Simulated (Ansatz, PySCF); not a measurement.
This Ansatz (a first-principles code) input computes a SVWN5/def2-TZVPD energy:

Ansatz 0.2 input:
```yaml
crystal:
  periodic: [false, false, false]
  atoms:
    - {symbol: Si, position_ang: [1.13022970, -0.82766924, -0.13092360]}
    - {symbol: F, position_ang: [1.51525526, 0.39788494, 0.78995757]}
    - {symbol: N, position_ang: [-0.44746849, -0.21852128, -0.90991606]}
    - {symbol: Si, position_ang: [-1.60743536, 0.74738889, 0.23949531]}
    - {symbol: H, position_ang: [0.72314462, -1.99893227, 0.64558561]}
    - {symbol: H, position_ang: [2.08529753, -1.01807912, -1.22263115]}
    - {symbol: H, position_ang: [-0.22957059, 0.37074579, -1.71827654]}
    - {symbol: H, position_ang: [-2.88473206, 0.73656555, -0.48420093]}
    - {symbol: H, position_ang: [-0.96364517, 2.05921857, 0.34786651]}
    - {symbol: H, position_ang: [-1.59284726, -0.06026130, 1.46527192]}
    - {symbol: H, position_ang: [-0.96178554, -1.01664778, -1.29382495]}
basis:
  gaussian:
    orbitals: def2-TZVPD
hamiltonian:
  xc: {name: SVWN5}
total_charge: 1
output: {forces: true}
```

Q: Write an input for the same energy in PySCF and say what it gives.

A: 
```python
from pyscf import gto, scf, dft

mol = gto.M(
    atom='''
    Si    1.13022970   -0.82766924   -0.13092360
    F     1.51525526    0.39788494    0.78995757
    N    -0.44746849   -0.21852128   -0.90991606
    Si   -1.60743536    0.74738889    0.23949531
    H     0.72314462   -1.99893227    0.64558561
    H     2.08529753   -1.01807912   -1.22263115
    H    -0.22957059    0.37074579   -1.71827654
    H    -2.88473206    0.73656555   -0.48420093
    H    -0.96364517    2.05921857    0.34786651
    H    -1.59284726   -0.06026130    1.46527192
    H    -0.96178554   -1.01664778   -1.29382495
    ''',
    basis='def2-tzvpd',
    charge=1,
    spin=0,
    verbose=4,
)

mf = dft.RKS(mol, xc='svwn').density_fit(auxbasis='def2-universal-jkfit')
mf.grids.level = 3
mf.conv_tol = 1e-9
mf.max_cycle = 100
mf.max_memory = 1500
mf.kernel()
if not mf.converged:
    mf = mf.newton()
    mf.kernel(mf.make_rdm1())
mf.analyze()
```
It gives -734.26687 Eh, and Ansatz -734.26677 Eh, a difference of 0.10 mEh, from the treatment of integrals and grids.

It need not be the lowest isomer of its formula.
